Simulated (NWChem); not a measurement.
A series in which one site is exchanged, each optimised at PBE0/def2-SVP with NWChem, gas phase unless a solvent is named. All stand in one matching conformer (torsions within 35°), which need not be the lowest. For some, no frequency run checked for a minimum. def2 effective core potentials on In; no spin-orbit coupling.

A: [SH][Ga]([Cl])[Cl] (GaHSCl2; site = Ga)
B: SB(Cl)Cl (BHSCl2; site = B)
C: [SH][In]([Cl])[Cl] (InHSCl2; site = In)
D: [SH][Al]([Cl])[Cl] (AlHSCl2; site = Al)

Values for A:

```
Item                                                Value
--------------------------------------------------  -----
dipole (D), PBE0/def2-SVP                            1.51
orbital gap (eV), PBE0/def2-SVP                      6.79
static polarisability, PBE/def2-SVPD (bohr³)         80.3
lowest singlet excitation, PBE/def2-SVPD, TDA (eV)   4.57
```

Q: How do these values change for the other members?

A: 
```csv
change from A,B,C,D
"dipole (D), PBE0/def2-SVP",-0.23,+0.28,-0.30
"orbital gap (eV), PBE0/def2-SVP",+0.44,-1.17,+0.48
"static polarisability, PBE/def2-SVPD (bohr³)",-14.8,+11.2,-4.6
"lowest singlet excitation, PBE/def2-SVPD, TDA (eV)",+0.98,-0.97,+0.52
```
